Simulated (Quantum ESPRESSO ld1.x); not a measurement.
All-electron atom: Cr V in [Ar] 3d2. Method: Dirac Kohn-Sham, relativistic LDA (MacDonald-Vosko exchange, VWN5 correlation), spin-unpolarised, spherical densities, point nucleus; open shells fill j = l - 1/2 first; computed with ld1.x of Quantum ESPRESSO 7.5.

Unscreened Slater integrals over Kohn-Sham orbitals (eV). Large and small components are both included. Empty in this configuration: 3d5/2.

\begin{tabular}{lr}
integral & value \\ \hline
F0(3d3/2,3d3/2) & 24.464 \\
F2(3d3/2,3d3/2) & 11.701 \\
F0(3d3/2,3p3/2) & 25.431 \\
F2(3d3/2,3p3/2) & 12.294 \\
G1(3d3/2,3p3/2) & 15.151 \\
G3(3d3/2,3p3/2) & 9.3022 \\
F0(3d3/2,3p1/2) & 25.531 \\
G1(3d3/2,3p1/2) & 15.236 \\
F0(3d3/2,3s1/2) & 25.987 \\
G2(3d3/2,3s1/2) & 11.664 \\
F0(3d3/2,3d5/2) & 24.436 \\
F2(3d3/2,3d5/2) & 11.690 \\
G2(3d3/2,3d5/2) & 11.682 \\
G4(3d3/2,3d5/2) & 7.3472 \\
F0(3p3/2,3p3/2) & 26.672 \\
F2(3p3/2,3p3/2) & 13.417 \\
F0(3p3/2,3p1/2) & 26.781 \\
G2(3p3/2,3p1/2) & 13.461 \\
F0(3p3/2,3s1/2) & 27.260 \\
G1(3p3/2,3s1/2) & 18.111 \\
F0(3p3/2,3d5/2) & 25.401 \\
F2(3p3/2,3d5/2) & 12.283 \\
G1(3p3/2,3d5/2) & 15.144 \\
G3(3p3/2,3d5/2) & 9.2977 \\
F0(3p1/2,3p1/2) & 26.892 \\
F0(3p1/2,3s1/2) & 27.375 \\
G1(3p1/2,3s1/2) & 18.175 \\
F0(3p1/2,3d5/2) & 25.500 \\
G3(3p1/2,3d5/2) & 9.3345 \\
F0(3s1/2,3s1/2) & 27.905 \\
F0(3s1/2,3d5/2) & 25.955 \\
G2(3s1/2,3d5/2) & 11.654 \\
F0(3d5/2,3d5/2) & 24.407 \\
F2(3d5/2,3d5/2) & 11.678 \\
F4(3d5/2,3d5/2) & 7.3452 \\
\end{tabular}
